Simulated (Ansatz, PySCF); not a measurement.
Molecule: RbI, charge 0, multiplicity 1. 
Geometry from a B3LYP-D3(BJ)/def2-TZVP (Ansatz, an electronic-structure program) optimisation:
```
Rb
I 1 3.2609
```
Charge 0, spin multiplicity 1.

Total electronic energies in hartree. Cores are frozen in the correlated levels unless marked. Spin-orbit coupling is left out. The frozen core is the preceding noble-gas configuration, with the filled d and f shells of earlier blocks. The outer core of K, Ca and their heavier congeners is not correlated, a term that matters for these elements. Past Kr the def2 sets carry scalar-relativistic core potentials. CBS marks a two-point X^-3 extrapolation of the correlation energy; Hartree-Fock from the larger set.

| level | program | energy (Eh) |
|---|---|---|
| HF-D4/def2-TZVPD | PySCF + dftd4 | -320.55967 |
| RI-HF/def2-QZVPP | Ansatz | -320.55890 |
| revPBE-D4/def2-TZVPD | Ansatz + dftd4 | -321.95238 |
| BP86-D4/def2-TZVPD | PySCF + dftd4 | -322.06002 |
| TPSSh-D3(BJ)/def2-TZVPD | PySCF + dftd3 | -321.80026 |
| TPSSh-D4/def2-TZVPD | PySCF + dftd4 | -321.79994 |
| HSE06/def2-TZVPD | Ansatz | [?] |
| B2GP-PLYP-D3(BJ)/def2-TZVPD | Ansatz + dftd3 | -321.41600 |
| B2PLYP/def2-TZVPD | Ansatz | -321.50912 |
| SCS-MP2/def2-SVPD | Ansatz | -320.65591 |
| CCSD/def2-QZVPPD | Ansatz | -320.73930 |
| CCSD(T)/def2-SVPD | Ansatz | -320.67254 |
| CCSD(T)/def2-TZVPPD | Ansatz | -320.72237 |
| CCSD(T)/def2-QZVPPD | Ansatz | -320.74728 |
| CCSD(T)/CBS(def2-TZVPPD,def2-QZVPPD) | Ansatz | -320.7644 |

**Question.** Fill in the missing entries.

**Answer.** 
- HSE06/def2-TZVPD, energy (Eh): -321.89603
